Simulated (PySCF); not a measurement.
B(F)(H)(SiH3) (BFH₄Si), SMILES B([SiH3])F. Atoms are numbered in the order given.

```xyz
7

B     -0.5487     0.7887     0.0000
F      0.3311     1.7812     0.0000
H     -1.7034     1.1109     0.0000
Si     0.0649    -1.1516     0.0000
H     -0.4910    -1.8309     1.1989
H     -0.4910    -1.8309    -1.1989
H      1.5398    -1.3009     0.0000
```
Charge 0, spin multiplicity 1.

Geometry: B3LYP-D3(BJ)/def2-TZVP.

These are PBE0/pcJ-1 (PySCF) values and carry that method's errors.

Isotropic couplings with Fermi-contact, spin-dipole and both spin-orbit terms, one fixed conformer, no vibrational averaging. Isotopes: 11B, 19F, 1H, 29Si.

| pair | bonds apart | J (Hz) |
|---|---|---|
| B1–F2 | 1 | -238.5 |
| B1–H3 | 1 | 147.3 |
| B1–Si4 | 1 | [?] |
| Si4–H5 | 1 | -185.3 |
| Si4–H6 | 1 | -185.3 |
| Si4–H7 | 1 | -195.0 |
| B1–H5 | 2 | 4.6 |
| B1–H6 | 2 | 4.6 |
| B1–H7 | 2 | -1.2 |
| F2–H3 | 2 | [?] |
| F2–Si4 | 2 | [?] |
| H3–Si4 | 2 | -35.0 |
| H5–H6 | 2 | -10.1 |
| H5–H7 | 2 | -2.7 |
| H6–H7 | 2 | -2.7 |
| F2–H5 | 3 | [?] |
| F2–H6 | 3 | [?] |
| F2–H7 | 3 | [?] |
| H3–H5 | 3 | -2.3 |
| H3–H6 | 3 | -2.3 |
| H3–H7 | 3 | 8.1 |

**Question.** Some entries are withheld; supply them. (The exact figures need the calculation; the answer reports its results.)

**Answer.** 
- B1–Si4, J (Hz): -90.1
- F2–H3, J (Hz): 38.5
- F2–Si4, J (Hz): -39.4
- F2–H5, J (Hz): 14.1
- F2–H6, J (Hz): 14.1
- F2–H7, J (Hz): -0.8
